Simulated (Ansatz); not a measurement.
`C[Se]P` + `[SiH3][SeH]` → `C[Se][Se][SiH3]` + PH₃ at 400 K and 1 bar (ligand exchange at the Se–P bond).

Program: Ansatz. Geometries: PBE0-D4/def2-TZVP. ΔE: electronic, gas phase. CBS: MP2 limit from def2 TZ/QZ plus the TZ coupled-cluster correction, frozen cores. This one scheme is used for every species. For Se outer-core shells are correlated without core-valence functions, which leaves a few kJ/mol of doubt a bond. Scalar relativity is left out up to krypton. Each species was taken in one conformer, which may not be the lowest.

```json
{"species": "`C[Se]P`", "CCSD(T)/CBS energy (Eh)": "-2782.70431", "H − E (kJ/mol)": "172.0", "S (J/(mol·K))": "349.5"}
{"species": "`[SiH3][SeH]`", "CCSD(T)/CBS energy (Eh)": "-2692.20088", "H − E (kJ/mol)": "107.1", "S (J/(mol·K))": "307.6"}
{"species": "`C[Se][Se][SiH3]`", "CCSD(T)/CBS energy (Eh)": "-5132.18229", "H − E (kJ/mol)": "202.8", "S (J/(mol·K))": "414.6"}
{"species": "PH₃", "CCSD(T)/CBS energy (Eh)": "-342.72256", "H − E (kJ/mol)": "77.1", "S (J/(mol·K))": "221.7"}
```

H − E and S are ideal-gas, rigid-rotor, harmonic terms from PBE0-D4/def2-TZVP, for one conformer and one mirror image of each species. 1 Eh = 2625.50 kJ/mol, R = 8.31446 J/(mol·K).

**Question.** By hand: ΔE, ΔH, ΔS and ΔG.

**Answer.** ΔE = (-5132.18229) + (-342.72256) − (-2782.70431) − (-2692.20088) = 0.00034 Eh = 0.9 kJ/mol. Δ(H − E) = 202.8 + 77.1 − 172.0 − 107.1 = 0.8, so ΔH = 1.7 kJ/mol. ΔS = 414.6 + 221.7 − 349.5 − 307.6 = -20.8 J/(mol·K). ΔG = 1.7 − 400 × (-20.8)/1000 = 10.0 kJ/mol.

**Question.** By hand: the equilibrium constant, and the temperature at which ΔG would vanish if ΔH and ΔS stayed fixed.

**Answer.** log₁₀ K = −ΔG/(RT ln 10) = -1.3. ΔH and −TΔS have one sign here, so there is no such temperature.

TΔS isn't small against ΔH here. A doubt of 5 kJ/mol in ΔE shifts log₁₀ K by 0.7 here. Other conformers and mirror images would add mixing entropy, several J/(mol·K) or more a flexible species. These are equilibria of isolated gas molecules and say nothing of rates. Largest T1 diagnostic: 0.013 (customary marks: 0.02 for closed shells, 0.045 for open ones).
